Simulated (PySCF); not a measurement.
## NMR problem set

- NMR shieldings at PBE0/pcSseg-1/GIAO
- geometry from GFN2-xTB
- run in PySCF
- non-relativistic Hamiltonian, rapidly exchanging positions averaged, in vacuum, a single conformation

Shifts are taken against calculated references (same method and geometry level): TMS for ¹H (σref 31.72) and ¹³C (σref 186.93). Splittings of carbon signals by F and P are missing where no couplings were computed. Where no couplings were computed, multiplicities follow the n + 1 count of equivalent neighbours, and m marks all less simple cases (inequivalent or close neighbours, rings, F or P nearby). Acid and N–H amide carbonyl carbons lie up to 10 ppm further downfield in solution (hydrogen bonding). Shifts are as computed. Against solution values, carbons near 30 ppm lie about +3 ppm off and those near 130 ppm about +5 ppm. Of 1211 compounds with measured shifts, 218 miss one by over three times the rms of a fit or turn the order of signals round; such compounds aren't used in these exercises. OH and NH positions are gas-phase values without hydrogen bonding to other molecules.

(1) C7H10P2. ¹H NMR (300 MHz, computed): δ 9.33 (m, 1H), 8.17 (m, 1H), 3.38 (m, 3H), 3.15 (m, 2H), 1.31 (t, 3H). ¹³C{¹H} NMR (computed): δ 220.9, 187.9, 164.1, 136.5, 39.7, 31.2, 25.9. Identify the compound.

(2) C3H12Si4. ¹H NMR (400 MHz, computed): δ 6.49 (m, 1H), 6.29 (m, 1H), 6.17 (m, 1H), 4.90 (m, 1H), 4.84 (m, 1H), 4.16 (m, 1H), 4.14 (m, 1H), 4.04 (m, 1H), 3.95 (m, 1H), 0.41 (d, 3H). ¹³C{¹H} NMR (computed): δ 140.5 (CH2), 140.3 (CH), -6.1 (CH3). Identify the compound.

(3) C5H7NO. ¹H NMR (600 MHz, computed): δ 7.49 (m, 1H), 7.04 (m, 1H), 6.34 (br, 1H), 6.14 (m, 1H), 5.91 (m, 1H), 4.60 (m, 1H), 4.59 (m, 1H). ¹³C{¹H} NMR (computed): δ 162.9 (C), 139.4 (CH2), 137.3 (CH), 136.3 (CH), 96.1 (CH2). Give a structure.

## Answers

(1) SMILES p1ccc(CC)pc1C. 7 carbon signals for 7 carbons: no two carbons are equivalent. Carbon types of the structure: 2 × C, 2 × CH, 1 × CH2, 2 × CH3, which accounts for all hydrogens. δC 220.9, 187.9: substituted aromatic carbon. δC 164.1, 136.5: aromatic CH. δH 9.33, 8.17: hydrogen on an aromatic CH; ring-current deshielding. δH 3.15: hydrogen on an sp3 CH2 on an aromatic ring; benzylic-type position, deshielded by the ring.

The data come from this structure; uniqueness wasn't tested.

(2) SMILES [SiH2]1[Si@@H](C=C)[Si@H](C)[SiH2]1. The formula gives 2 degrees of unsaturation (1 ring in the answer). 3 carbon signals for 3 carbons: no two carbons are equivalent. Carbon types of the structure: 1 × CH, 1 × CH2, 1 × CH3, leaving 6 H on heteroatoms. δC 140.5: terminal =CH2 carbon; an sp2 carbon of a C=C bond. δC 140.3: alkene CH; as expected for a trigonal carbon in a double bond. δC -6.1: methyl carbon bonded to Si; an electropositive neighbour leaves it electron-rich and shielded. δH 6.29, 6.17: hydrogen on a terminal =CH2 carbon; a vinylic proton, deshielded by the sp2 carbon and the C=C anisotropy.

The shifts were computed for this structure.

(3) `C=CNC(=O)C=C`. Rings plus π bonds: 3 (no ring in the answer). 5 carbon signals for 5 carbons: no two carbons are equivalent. Carbon types of the structure: 1 × C, 2 × CH, 2 × CH2, leaving 1 H on heteroatoms. δC 162.9: amide carbonyl carbon; lone-pair donation from the attached heteroatom keeps it upfield of a ketone carbonyl. δC 139.4: β carbon of a C=C–C=O unit; conjugation with the carbonyl draws π density from the β position. δC 137.3: alkene carbon bearing nitrogen; an sp2 carbon further deshielded by the attached heteroatom. δC 96.1: β carbon of an enol-ether or enamine type C=C; the O or N lone pair pushes π density onto this β carbon and shields it.

The data come from this structure; uniqueness wasn't tested.
